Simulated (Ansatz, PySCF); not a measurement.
H6OSiZr, SMILES [SiH3][O][ZrH3], multiplicity 1. Atoms are numbered in the order given.

```xyz
9

Zr     0.0000     0.0000     1.1187
H      1.5368    -0.8873     1.6852
H      0.0000     1.7745     1.6852
H     -1.5368    -0.8873     1.6852
O      0.0000     0.0000    -0.7908
Si     0.0000     0.0000    -2.4721
H      0.0000    -1.4074    -2.9552
H      1.2189     0.7037    -2.9552
H     -1.2189     0.7037    -2.9552
```
Charge 0, spin multiplicity 1.

Geometry optimised at B3LYP-D3(BJ)/def2-SVP. The spin state was assumed, not searched. The structure was generated by enumeration; whether it is a known compound was not checked. The def2 effective core potentials stand for the cores of Zr; spin–orbit coupling is left out.

Vertical ionisation energy (IE) and electron affinity (EA) in eV. Rows of orbital energies are one-electron estimates. Where ΔSCF, EOM or ADC give a negative EA the extra electron is unbound and the value depends on the basis.

```json
[
 {"level": "−ε(HOMO), −ε(LUMO), M06-2X/def2-TZVPD (PySCF)", "IE": "9.38", "EA": "1.23"},
 {"level": "−ε(HOMO), −ε(LUMO), PBE/def2-TZVPD (PySCF)", "IE": "6.82", "EA": "2.88"},
 {"level": "ΔSCF, PBE0/def2-SVPD (Ansatz), final states of multiplicity 2 and 2", "IE": "10.17", "EA": "0.25"},
 {"level": "ΔSCF, PBE/def2-SVPD (Ansatz), final states of multiplicity 2 and 2", "IE": "9.66", "EA": "0.21"}
]
```

Task: What vertical singlet–triplet gap does ΔSCF give with PBE0/def2-SVPD (Ansatz, an electronic-structure program) and with PBE/def2-SVPD (Ansatz)? (The exact figures need the calculation; the answer reports its results.)

Result: 3.88 and 3.66 eV (triplet above singlet where positive).
